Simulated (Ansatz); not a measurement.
C₂H₇OS (SMILES CS(C)=[OH+]), charge +1, singlet, at a GFN2-xTB geometry; MP2/def2-SV(P) (Ansatz, a first-principles code).

The Ansatz input:
Ansatz 0.2 input:
```yaml
crystal:
  periodic: [false, false, false]
  atoms:
    - {symbol: C, position_ang: [1.40171610, -0.75481551, -0.13144872]}
    - {symbol: S, position_ang: [-0.02631153, 0.13107076, 0.51316754]}
    - {symbol: C, position_ang: [-1.33721783, -0.83710786, -0.25086280]}
    - {symbol: O, position_ang: [-0.02031928, 1.38387242, -0.48762225]}
    - {symbol: H, position_ang: [2.30606292, -0.23659248, 0.17712055]}
    - {symbol: H, position_ang: [1.41064987, -1.75703652, 0.28732886]}
    - {symbol: H, position_ang: [1.35483657, -0.79600116, -1.21589801]}
    - {symbol: H, position_ang: [-1.19383558, -0.87257702, -1.32701691]}
    - {symbol: H, position_ang: [-2.29439263, -0.37481498, -0.02345354]}
    - {symbol: H, position_ang: [-1.32246003, -1.83915389, 0.16816870]}
    - {symbol: H, position_ang: [-0.06431200, 2.25960481, -0.08208314]}
basis:
  gaussian:
    orbitals: def2-SV_P_.json
total_charge: 1
magnetization: {spin_polarized: false}
correlation: {method: mp2}
```
The basis file holds def2-SV(P) in the JSON format of the Basis Set Exchange.

Output, abridged:

```
Functional definition: HF
796 factors; integrals over basis functions are off by at most 1.3e-3 eV
mean field evaluation 1: about -15005.4465 eV, gradient 4.6e1 eV
mean field evaluation 2: about -15006.1575 eV, gradient 4.7e1 eV
mean field evaluation 4: about -15010.9110 eV, gradient 4.2e0 eV
mean field evaluation 8: about -15011.0045 eV, gradient 2.1e-1 eV
mean field evaluation 16: about -15011.0048 eV, gradient 1.6e-6 eV
mean field -15011.00480090 eV, -551.6442516085 hartree, gradient 1.6e-6 eV, S^2 0.000000; 0 other end points of the search recorded, 0 dependent functions left out
8 core orbitals not correlated
reference -15011.00480090 eV, -551.6442516085 hartree; 13, 13 occupied and 53, 53 virtual orbitals, 796 factors
second order -15.28211246 eV of doubles, -0.00000000 eV of singles
Total energy: -15026.28691336 eV, -552.2058588830 hartree
```
